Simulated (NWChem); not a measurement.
System meant: HSeOCl; SMILES [Se](Cl)O

The following NWChem deck was run.

```
start job
memory heap 200 mb stack 900 mb global 1100 mb
geometry units angstroms noautoz
  Se     0.391654     0.479011    -0.003712
  Cl    -0.169034    -1.638217     0.005108
  O     -1.195248     1.278721     0.083455
  H     -1.546577     1.331687    -0.816913
end
basis spherical
  Se library def2-svp
  Cl library def2-svp
  O library def2-svp
  H library def2-svp
end
dft
  odft
  mult 2
  xc pbe0
  iterations 150
  mulliken
end
task dft energy
```

End of the output:

```
 ==============================================================================
                                 internuclear angles
 ------------------------------------------------------------------------------
        center 1       |       center 2       |       center 3       |  degrees
 ------------------------------------------------------------------------------
    2 Cl               |   1 Se               |   3 O                |   101.89
    1 Se               |   3 O                |   4 H                |   107.62
 ------------------------------------------------------------------------------
                            number of included internuclear angles:          2
 ==============================================================================

 Summary of "ao basis" -> "" (spherical)
 ------------------------------------------------------------------------------
       Tag                 Description            Shells   Functions and Types
 ---------------- ------------------------------  ------  ---------------------
 Se                         def2-svp                12       32   5s4p3d
 Cl                         def2-svp                 8       18   4s3p1d
 O                          def2-svp                 6       14   3s2p1d
 H                          def2-svp                 3        5   2s1p

                                 NWChem DFT Module
                                 -----------------

 Summary of "ao basis" -> "ao basis" (spherical)
 ------------------------------------------------------------------------------
       Tag                 Description            Shells   Functions and Types
 ---------------- ------------------------------  ------  ---------------------
 Se                         def2-svp                12       32   5s4p3d
 Cl                         def2-svp                 8       18   4s3p1d
 O                          def2-svp                 6       14   3s2p1d
 H                          def2-svp                 3        5   2s1p

  number of electrons :                   60
  multiplicity        :                    2
 ------------------------------------------------------------------------
  no. of electrons and multiplicity not compatible                  60
 ------------------------------------------------------------------------
 ------------------------------------------------------------------------
  current input line :
    22: task dft energy
 ------------------------------------------------------------------------
 ------------------------------------------------------------------------
 There is an error in the input file
 ------------------------------------------------------------------------
 For more information see the NWChem manual at https://nwchemgit.github.io

0: no. of electrons and multiplicity not compatible:Received an Error in Communication
```

Problem. Find the fault in this run and fix the input.

Solution. The program refused the input. Cause: the multiplicity doesn't fit the number of electrons (an even count wants an odd multiplicity, and the reverse). This input runs:
```
start job
memory heap 200 mb stack 900 mb global 1100 mb
geometry units angstroms noautoz
  Se     0.391654     0.479011    -0.003712
  Cl    -0.169034    -1.638217     0.005108
  O     -1.195248     1.278721     0.083455
  H     -1.546577     1.331687    -0.816913
end
basis spherical
  * library def2-svp
end
dft
  xc pbe0
  iterations 150
  mulliken
end
task dft energy
```
It converges to -2936.54372 Ha (PBE0/def2-SVP).
